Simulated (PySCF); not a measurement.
Worked example: chemical shift, span and skew from a shielding tensor

C2H5O, SMILES CC[O-], charge -1. Atoms are numbered in the order given.

```xyz
8

C     -0.2036    -1.1745     0.0000
C      0.4789     0.2157     0.0000
O     -0.3603     1.2418     0.0000
H      0.5328    -2.0042     0.0000
H     -0.8487    -1.2707    -0.8902
H     -0.8487    -1.2707     0.8902
H      1.1976     0.1822     0.8898
H      1.1976     0.1822    -0.8898
```
Charge -1, spin multiplicity 1.

The structure is a stationary point at PBE0-D3(BJ)/def2-SVPD.

GIAO shieldings from HF/pcSseg-2 in PySCF, non-relativistic, no solvent. The symmetric part of the tensor of C1 has the principal values 134.1, 149.5, 185.8 ppm. The same nucleus in TMS has σ = 193.3 ppm at this level (PySCF, at its B3LYP-D3(BJ)/def2-TZVP geometry).

Work out the isotropic shielding, the ¹³C shift against TMS, the span and the skew.


σ(iso) = (σ11 + σ22 + σ33)/3 = 156.5 ppm. δ = σ(ref) − σ(iso) = 193.3 − (156.5) = 36.8 ppm.
Span Ω = σ33 − σ11 = 51.7 ppm. Skew κ = 3(σ(iso) − σ22)/Ω = 0.40. Tumbling in solution averages the tensor to δ; in a static solid the shielding alone would spread this spin-1/2 line over Ω.
